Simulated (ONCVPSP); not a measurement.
**Configuration tests for chromium (Cr) (ONCV)**

ONCVPSP 4.0.1 input, shortened (lines: element, Z, core and valence counts, functional; n l f; lmax; l rc ep ncon nbas qcut; lloc lpopt rc5 dvloc0; l nproj debl; icmod fcfact rcfact), PBEsol, scalar-relativistic:

```
  Cr 24.00    3    4  -116133      upf
    1    0    2.00
    2    0    2.00
    2    1    6.00
    3    0    2.00
    3    1    6.00
    3    2    5.00
    4    0    0.50
    3
    0    1.80    0.00    5    9    6.30
    1    1.25    0.00    4    8   12.10
    2    1.30    0.00    4    9   12.10
    3    1.75    0.02    4    8    6.80
    4    5    1.05   -1.00
    0    2    2.00
    1    1    2.10
    2    1    0.40
    3    1    2.80
    1    0.60    0.00
```

Energies are relative to the spin-unpolarised reference configuration 3s2 3p6 3d5 4s0.5; without spin polarisation the order of configurations can differ from experiment.

Task: Give the all-electron excitation energy and the error of the potential for: 3s2 3p6 3d5 4s1; 3s2 3p6 3d5 4s0; 3s2 3p6 3d4 4s0; 3s2 3p6 3d3 4s0.

Result:

```
valence configuration  charge  ΔE all-electron (eV)  error AE − PS (meV)
      3s2 3p6 3d5 4s1       0                -2.707                 +0.2
      3s2 3p6 3d5 4s0      +1                 4.166                 -0.1
      3s2 3p6 3d4 4s0      +2                20.181                 -1.2
      3s2 3p6 3d3 4s0      +3                50.886                  +21
```
